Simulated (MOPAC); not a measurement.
MOPAC input (MNDO):

```
MNDO 1SCF CHARGE=-1 GEO-OK AUX(PRECISION=9) THREADS=1
H6N3OSi

N     1.41620400 1   -0.22409600 1    0.95309600 1
Si    0.02620800 1    0.10915300 1   -0.11996100 1
N    -0.44951100 1   -1.53192700 1   -0.64450400 1
N    -1.26287100 1    0.52247000 1    1.04710400 1
O     0.27531200 1    1.14664800 1   -1.26018600 1
H     1.76066900 1   -1.16778200 1    0.82934200 1
H     2.17905800 1    0.41556700 1    0.76684100 1
H    -1.40493500 1   -1.74081800 1   -0.38365300 1
H    -0.37026700 1   -1.62808200 1   -1.64963200 1
H    -1.77827100 1    1.33962700 1    0.74309200 1
H    -0.88241400 1    0.71502800 1    1.96508500 1
```

Output:

```
 *******************************************************************************
 **                                                                           **
 **                              MOPAC v23.2.5                                **
 **                                                                           **
 *******************************************************************************
 ** MOPAC's Digital Object Identifier: https://doi.org/10.5281/zenodo.6511958 **
 **                                                                           **
 ** Please cite the open-source release paper for use of this MOPAC version:  **
 ** J. E. Moussa and J. J. P. Stewart (2026)                                  **
 ** MOPAC: An open-source semiempirical molecular orbital program             **
 ** J. Open Source Softw., 11(119), 8025, https://doi.org/10.21105/joss.08025 **
 *******************************************************************************

                              MNDO CALCULATION RESULTS

 *******************************************************************************
 *  MNDO       - The MNDO Hamiltonian to be used
 *  GEO-OK     - OVERRIDE INTERATOMIC DISTANCE AND OTHER SAFETY CHECKS
 *
 *
 *
 *                 CHARGE ON SYSTEM = -1
 *
 *
 *
 *  1SCF       - DO 1 SCF AND THEN STOP
 *  AUX        - OUTPUT AUXILIARY INFORMATION
 *******************************************************************************
MNDO 1SCF CHARGE=-1 GEO-OK AUX(PRECISION=9) THREADS=1
 H6N3OSi

   ATOM   CHEMICAL          X               Y               Z
  NUMBER   SYMBOL      (ANGSTROMS)     (ANGSTROMS)     (ANGSTROMS)

     1       N          1.41620400  *  -0.22409600  *   0.95309600  *
     2      Si          0.02620800  *   0.10915300  *  -0.11996100  *
     3       N         -0.44951100  *  -1.53192700  *  -0.64450400  *
     4       N         -1.26287100  *   0.52247000  *   1.04710400  *
     5       O          0.27531200  *   1.14664800  *  -1.26018600  *
     6       H          1.76066900  *  -1.16778200  *   0.82934200  *
     7       H          2.17905800  *   0.41556700  *   0.76684100  *
     8       H         -1.40493500  *  -1.74081800  *  -0.38365300  *
     9       H         -0.37026700  *  -1.62808200  *  -1.64963200  *
    10       H         -1.77827100  *   1.33962700  *   0.74309200  *
    11       H         -0.88241400  *   0.71502800  *   1.96508500  *

          CARTESIAN COORDINATES

    NO.       ATOM           X           Y           Z

     1         N          1.4162     -0.2241      0.9531
     2        Si          0.0262      0.1092     -0.1200
     3         N         -0.4495     -1.5319     -0.6445
     4         N         -1.2629      0.5225      1.0471
     5         O          0.2753      1.1466     -1.2602
     6         H          1.7607     -1.1678      0.8293
     7         H          2.1791      0.4156      0.7668
     8         H         -1.4049     -1.7408     -0.3837
     9         H         -0.3703     -1.6281     -1.6496
    10         H         -1.7783      1.3396      0.7431
    11         H         -0.8824      0.7150      1.9651

  H: (MNDO): M.J.S. DEWAR, W. THIEL, J. AM. CHEM. SOC., 99, 4899, (1977)
  N: (MNDO): M.J.S. DEWAR, W. THIEL, J. AM. CHEM. SOC., 99, 4899, (1977)
  O: (MNDO): M.J.S. DEWAR, W. THIEL, J. AM. CHEM. SOC., 99, 4899, (1977)
 Si: (MNDO): M.J.S.DEWAR, ET. AL. ORGANOMETALLICS  5, 375 (1986)

           Empirical Formula: H6 N3 O Si  =    11 atoms

      MOLECULAR POINT GROUP   :   C3

      RHF CALCULATION, NO. OF DOUBLY OCCUPIED LEVELS = 16

 -------------------------------------------------------------------------------
 MNDO 1SCF CHARGE=-1 GEO-OK AUX(PRECISION=9) THREADS=1
 H6N3OSi

     1SCF WAS SPECIFIED, SO BFGS WAS NOT USED
     SCF FIELD WAS ACHIEVED

                              MNDO CALCULATION
                                                       MOPAC v23.2.5 Linux

          FINAL HEAT OF FORMATION =       -107.48691 KCAL/MOL =    -449.72523 KJ/MOL

          COSMO AREA              =        118.10 SQUARE ANGSTROMS
          COSMO VOLUME            =        106.66 CUBIC ANGSTROMS

          IONIZATION POTENTIAL    =          3.717788 EV
          HOMO LUMO ENERGIES (EV) =         -3.718  7.542
          NO. OF FILLED LEVELS    =         16
          MOLECULAR WEIGHT        =         92.1524         POINT GROUP:  C3

          MOLECULAR DIMENSIONS (Angstroms)

            Atom       Atom       Distance
            H     8    H     7     4.33805
            H     6    H    10     3.99096
            O     5    H    11     3.39492

          SCF CALCULATIONS        =          1

   ATOM   CHEMICAL          X               Y               Z
  NUMBER   SYMBOL      (ANGSTROMS)     (ANGSTROMS)     (ANGSTROMS)

     1       N          1.41620400  *  -0.22409600  *   0.95309600  *
     2      Si          0.02620800  *   0.10915300  *  -0.11996100  *
     3       N         -0.44951100  *  -1.53192700  *  -0.64450400  *
     4       N         -1.26287100  *   0.52247000  *   1.04710400  *
     5       O          0.27531200  *   1.14664800  *  -1.26018600  *
     6       H          1.76066900  *  -1.16778200  *   0.82934200  *
     7       H          2.17905800  *   0.41556700  *   0.76684100  *
     8       H         -1.40493500  *  -1.74081800  *  -0.38365300  *
     9       H         -0.37026700  *  -1.62808200  *  -1.64963200  *
    10       H         -1.77827100  *   1.33962700  *   0.74309200  *
    11       H         -0.88241400  *   0.71502800  *   1.96508500  *

                             CARTESIAN COORDINATES

   1    N        1.416204000    -0.224096000     0.953096000
   2   Si        0.026208000     0.109153000    -0.119961000
   3    N       -0.449511000    -1.531927000    -0.644504000
   4    N       -1.262871000     0.522470000     1.047104000
   5    O        0.275312000     1.146648000    -1.260186000
   6    H        1.760669000    -1.167782000     0.829342000
   7    H        2.179058000     0.415567000     0.766841000
   8    H       -1.404935000    -1.740818000    -0.383653000
   9    H       -0.370267000    -1.628082000    -1.649632000
  10    H       -1.778271000     1.339627000     0.743092000
  11    H       -0.882414000     0.715028000     1.965085000

           Empirical Formula: H6 N3 O Si  =    11 atoms

      MOLECULAR POINT GROUP   :   C3

                  EIGENVALUES
 -31.00404 -27.23872 -26.01154 -26.01154 -12.00118 -11.84517 -11.84517 -10.96683
  -8.96203  -8.96203  -6.47411  -5.74603  -5.74603  -5.04624  -3.71779  -3.71779
   7.54220   8.61695   8.61695  10.16880  10.16880  10.64957  10.67242  11.13541
  11.13541  12.07406

              NET ATOMIC CHARGES AND DIPOLE CONTRIBUTIONS

  ATOM NO.   TYPE          CHARGE      No. of ELECS.   s-Pop       p-Pop
    1          N          -0.592651        5.5927     1.63956     3.95309
    2         Si           1.359467        2.6405     0.90236     1.73818
    3          N          -0.592650        5.5927     1.63956     3.95309
    4          N          -0.592651        5.5927     1.63956     3.95309
    5          O          -0.997346        6.9973     1.90516     5.09219
    6          H           0.073581        0.9264     0.92642
    7          H           0.065029        0.9350     0.93497
    8          H           0.073581        0.9264     0.92642
    9          H           0.065029        0.9350     0.93497
   10          H           0.065029        0.9350     0.93497
   11          H           0.073581        0.9264     0.92642
 DIPOLE           X         Y         Z       TOTAL
 POINT-CHG.    -0.456    -1.897     2.085     2.856
 HYBRID         0.120     0.502    -0.551     0.755
 SUM           -0.335    -1.396     1.534     2.101

          ATOMIC ORBITAL ELECTRON POPULATIONS

     Atom    s        px        py        pz
    1  N   1.63956   1.18405   1.02147   1.74757
    2 Si   0.90236   0.55612   0.58756   0.59450
    3  N   1.63956   1.24477   1.57887   1.12945
    4  N   1.63956   1.45146   1.37831   1.12332
    5  O   1.90516   1.85427   1.64233   1.59558
    6  H   0.92642
    7  H   0.93497
    8  H   0.92642
    9  H   0.93497
   10  H   0.93497
   11  H   0.92642

 **********************
 *                    *
 * JOB ENDED NORMALLY *
 *                    *
 **********************

 == MOPAC DONE ==
```

The dipole moment of an ion depends on the origin.

The geometry given is a B3LYP-D3(BJ)/def2-TZVP minimum.
